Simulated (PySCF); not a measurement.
MOF across group 4

Level: PBE0, basis family def2-TZVP, scalar-relativistic core potentials from Rb on and no relativity for lighter atoms.

Each entry is the lowest minimum that a search over a few typed start shapes (and spin states, where more than one is plausible) found, or that minimum re-optimised at the stated level; isomers with ligand–ligand bonds, or fragments after loss of a ligand pair, can lie lower. Open shells are unrestricted; no spin–orbit coupling; PySCF with density fitting.

```json
{"molecule": "TiOF", "2S+1": "2", "point group": "Cs", "mean bond to the central atom (Å)": "1.723", "polar-tensor charge of the central atom": "1.86", "atomisation (kJ/mol)": "1226", "distinct angles (°)": "125", "dipole (D)": "5.49"}
{"molecule": "ZrOF", "2S+1": "2", "point group": "Cs", "mean bond to the central atom (Å)": "1.817", "polar-tensor charge of the central atom": "1.61", "atomisation (kJ/mol)": "1357", "distinct angles (°)": "108", "dipole (D)": "4.58"}
{"molecule": "HfOF", "2S+1": "2", "point group": "Cs", "mean bond to the central atom (Å)": "1.825", "polar-tensor charge of the central atom": "1.49", "atomisation (kJ/mol)": "1350", "distinct angles (°)": "109", "dipole (D)": "4.72"}
```

Spin–orbit coupling can matter for HfOF.

Left out of the table are members whose search was unfinished or whose lowest solution was spin-contaminated, unstable, very soft or bonded differently.
